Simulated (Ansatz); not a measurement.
Calculation: PBE0-D3(BJ)/def2-TZVP (Ansatz, an electronic-structure program). No frequencies were computed at this level.

Ansatz 0.2 input:
```yaml
crystal:
  periodic: [false, false, false]
  atoms:
    - { symbol: Si, position_ang: [1.979679, 0.099696, -0.129529] }
    - { symbol: C, position_ang: [0.124835, -0.085007, 0.015192] }
    - { symbol: C, position_ang: [-0.86699, 0.91067, -0.227206] }
    - { symbol: C, position_ang: [-2.069607, 0.328843, 0.009466] }
    - { symbol: O, position_ang: [-1.907814, -0.954214, 0.381792] }
    - { symbol: C, position_ang: [-0.586718, -1.19089, 0.381643] }
    - { symbol: H, position_ang: [2.467629, 0.967996, 0.946268] }
    - { symbol: H, position_ang: [2.589934, -1.226326, -0.023783] }
    - { symbol: H, position_ang: [2.29873, 0.705928, -1.424871] }
    - { symbol: H, position_ang: [-0.689841, 1.920228, -0.537321] }
    - { symbol: H, position_ang: [-3.074141, 0.699471, -0.047897] }
    - { symbol: H, position_ang: [-0.265694, -2.176394, 0.656244] }
basis:
  gaussian: { orbitals: def2-tzvp }
hamiltonian:
  xc: pbe0
  dispersion: d3bj
relax:
  max_steps: 150
```

Output:

```
Functional definition: PBE0
1403 factors; their error is unknown
mean field evaluation 1: about -14154.3721 eV, gradient 5.5e1 eV
mean field evaluation 2: about -14149.5759 eV, gradient 6.9e1 eV
mean field evaluation 4: about -14161.3321 eV, gradient 7.3e0 eV
mean field evaluation 8: about -14161.4827 eV, gradient 5.5e-1 eV
mean field evaluation 16: about -14161.4831 eV, gradient 1.1e-4 eV
mean field -14161.48309696 eV, -520.4249048154 hartree, gradient 4.1e-5 eV, S^2 0.000000; 0 other end points of the search recorded, 0 dependent functions left out
reference -14161.48313087 eV, -520.4249060613 hartree; 26, 26 occupied and 202, 202 virtual orbitals, 1403 factors
relax step   1: F+E_penalty+E_count = -14161.73180728 eV  Δ(F+E_penalty+E_count) = +0.000e0 eV  max|allowed force component| = 9.135e-1 eV/Å  Δτ_max = 0.0000 Å  (30 SCF iters, accepted)
these checks for a lower state are left out or cut short: starts, cluster_reference, orbital_swaps, neighbouring_geometries, increment
1403 factors; their error is unknown
mean field -14161.51188283 eV, -520.4259626763 hartree, gradient 1.4e-5 eV, S^2 0.000000; 0 other end points of the search recorded, 0 dependent functions left out
reference -14161.51191676 eV, -520.4259639234 hartree; 26, 26 occupied and 202, 202 virtual orbitals, 1403 factors
relax step   2: F+E_penalty+E_count = -14161.76061899 eV  Δ(F+E_penalty+E_count) = -2.881e-2 eV  max|allowed force component| = 3.111e-1 eV/Å  Δτ_max = 0.0286 Å  (33 SCF iters, accepted)
these checks for a lower state are left out or cut short: starts, cluster_reference, orbital_swaps, neighbouring_geometries, increment
1403 factors; their error is unknown
mean field evaluation 32: about -14161.5173 eV, gradient 1.4e-5 eV
mean field -14161.51729583 eV, -520.4261616006 hartree, gradient 1.4e-5 eV, S^2 0.000000; 0 other end points of the search recorded, 0 dependent functions left out
reference -14161.51732975 eV, -520.4261628471 hartree; 26, 26 occupied and 202, 202 virtual orbitals, 1403 factors
relax step   3: F+E_penalty+E_count = -14161.76638094 eV  Δ(F+E_penalty+E_count) = -5.762e-3 eV  max|allowed force component| = 6.805e-2 eV/Å  Δτ_max = 0.0257 Å  (31 SCF iters, accepted)
these checks for a lower state are left out or cut short: starts, cluster_reference, orbital_swaps, neighbouring_geometries, increment
1403 factors; their error is unknown
mean field -14161.51932249 eV, -520.4262360791 hartree, gradient 1.5e-5 eV, S^2 0.000000; 0 other end points of the search recorded, 0 dependent functions left out
reference -14161.51935642 eV, -520.4262373259 hartree; 26, 26 occupied and 202, 202 virtual orbitals, 1403 factors
relax step   4: F+E_penalty+E_count = -14161.76830237 eV  Δ(F+E_penalty+E_count) = -1.921e-3 eV  max|allowed force component| = 4.504e-2 eV/Å  Δτ_max = 0.0521 Å  (32 SCF iters, accepted)
these checks for a lower state are left out or cut short: starts, cluster_reference, orbital_swaps, neighbouring_geometries, increment
1403 factors; their error is unknown
mean field -14161.52021629 eV, -520.4262689255 hartree, gradient 1.5e-5 eV, S^2 0.000000; 0 other end points of the search recorded, 0 dependent functions left out
reference -14161.52025023 eV, -520.4262701729 hartree; 26, 26 occupied and 202, 202 virtual orbitals, 1403 factors
relax step   5: F+E_penalty+E_count = -14161.76911198 eV  Δ(F+E_penalty+E_count) = -8.096e-4 eV  max|allowed force component| = 6.495e-2 eV/Å  Δτ_max = 0.0628 Å  (32 SCF iters, accepted)
these checks for a lower state are left out or cut short: starts, cluster_reference, orbital_swaps, neighbouring_geometries, increment
1403 factors; their error is unknown
mean field -14161.52047905 eV, -520.4262785819 hartree, gradient 1.3e-5 eV, S^2 0.000000; 0 other end points of the search recorded, 0 dependent functions left out
reference -14161.52051300 eV, -520.4262798294 hartree; 26, 26 occupied and 202, 202 virtual orbitals, 1403 factors
relax step   6: F+E_penalty+E_count = -14161.76937472 eV  Δ(F+E_penalty+E_count) = -2.627e-4 eV  max|allowed force component| = 4.770e-2 eV/Å  Δτ_max = 0.0340 Å  (32 SCF iters, accepted)
these checks for a lower state are left out or cut short: starts, cluster_reference, orbital_swaps, neighbouring_geometries, increment
1403 factors; their error is unknown
mean field -14161.52073821 eV, -520.4262881056 hartree, gradient 1.3e-5 eV, S^2 0.000000; 0 other end points of the search recorded, 0 dependent functions left out
reference -14161.52077216 eV, -520.4262893534 hartree; 26, 26 occupied and 202, 202 virtual orbitals, 1403 factors
relax step   7: F+E_penalty+E_count = -14161.76960253 eV  Δ(F+E_penalty+E_count) = -2.278e-4 eV  max|allowed force component| = 1.570e-2 eV/Å  Δτ_max = 0.0109 Å  (33 SCF iters, accepted)
these checks for a lower state are left out or cut short: starts, cluster_reference, orbital_swaps, neighbouring_geometries, increment
1403 factors; their error is unknown
mean field evaluation 64: about -14161.5208 eV, gradient 3.1e-4 eV
mean field -14161.52076267 eV, -520.4262890045 hartree, gradient 1.3e-5 eV, S^2 0.000000; 0 other end points of the search recorded, 0 dependent functions left out
reference -14161.52079663 eV, -520.4262902525 hartree; 26, 26 occupied and 202, 202 virtual orbitals, 1403 factors
relax step   8: F+E_penalty+E_count = -14161.76966914 eV  Δ(F+E_penalty+E_count) = -6.661e-5 eV  max|allowed force component| = 1.288e-2 eV/Å  Δτ_max = 0.0107 Å  (32 SCF iters, accepted)
these checks for a lower state are left out or cut short: starts, cluster_reference, orbital_swaps, neighbouring_geometries, increment
1403 factors; their error is unknown
mean field -14161.52079453 eV, -520.4262901754 hartree, gradient 1.3e-5 eV, S^2 0.000000; 0 other end points of the search recorded, 0 dependent functions left out
reference -14161.52082849 eV, -520.4262914236 hartree; 26, 26 occupied and 202, 202 virtual orbitals, 1403 factors
relax step   9: F+E_penalty+E_count = -14161.76969218 eV  Δ(F+E_penalty+E_count) = -2.304e-5 eV  max|allowed force component| = 1.131e-2 eV/Å  Δτ_max = 0.0064 Å  (33 SCF iters, accepted)
these checks for a lower state are left out or cut short: starts, cluster_reference, orbital_swaps, neighbouring_geometries, increment
1403 factors; their error is unknown
mean field -14161.52080354 eV, -520.4262905064 hartree, gradient 1.3e-5 eV, S^2 0.000000; 0 other end points of the search recorded, 0 dependent functions left out
reference -14161.52083751 eV, -520.4262917547 hartree; 26, 26 occupied and 202, 202 virtual orbitals, 1403 factors
relax step  10: F+E_penalty+E_count = -14161.76969960 eV  Δ(F+E_penalty+E_count) = -7.419e-6 eV  max|allowed force component| = 4.601e-3 eV/Å  Δτ_max = 0.0027 Å  (33 SCF iters, accepted)
1403 factors; their error is unknown
mean field evaluation 96: about -14161.5204 eV, gradient 5.5e-1 eV
mean field -14161.52080354 eV, -520.4262905064 hartree, gradient 1.3e-5 eV, S^2 0.000000; 1 other end points of the search recorded, 0 dependent functions left out
reference -14161.52083751 eV, -520.4262917547 hartree; 26, 26 occupied and 202, 202 virtual orbitals, 1403 factors
Total energy: -14161.76973357 eV, -520.4354385163 hartree
Atom 0 at     1.964634     0.091609    -0.122853 Å, force     0.002690     0.001603    -0.001031 eV/Å
Atom 1 at     0.125305    -0.055261     0.006744 Å, force     0.000380    -0.004601    -0.000175 eV/Å
Atom 2 at    -0.891177     0.945347    -0.180183 Å, force    -0.001050     0.000483     0.001087 eV/Å
Atom 3 at    -2.078726     0.335739     0.026724 Å, force     0.001181     0.003627    -0.001197 eV/Å
Atom 4 at    -1.892985    -0.970618     0.329388 Å, force    -0.001337    -0.002205     0.000011 eV/Å
Atom 5 at    -0.562323    -1.187795     0.312694 Å, force     0.004433     0.003436    -0.000201 eV/Å
Atom 6 at     2.490660     1.083889     0.851651 Å, force    -0.000920     0.000920     0.000833 eV/Å
Atom 7 at     2.568047    -1.236640     0.160509 Å, force    -0.001162    -0.000614     0.000142 eV/Å
Atom 8 at     2.370011     0.531055    -1.484341 Å, force    -0.001116    -0.000076    -0.000410 eV/Å
Atom 9 at    -0.744847     1.983112    -0.435788 Å, force     0.000237     0.000270    -0.000021 eV/Å
Atom 10 at    -3.101229     0.673880    -0.001446 Å, force    -0.000211    -0.001687     0.000373 eV/Å
Atom 11 at    -0.247367    -2.194314     0.536899 Å, force    -0.003125    -0.001157     0.000590 eV/Å
Dipole moment:    -0.102403     0.058958    -0.008849 e Å
```

Cost: around 3 core-minutes (rough).
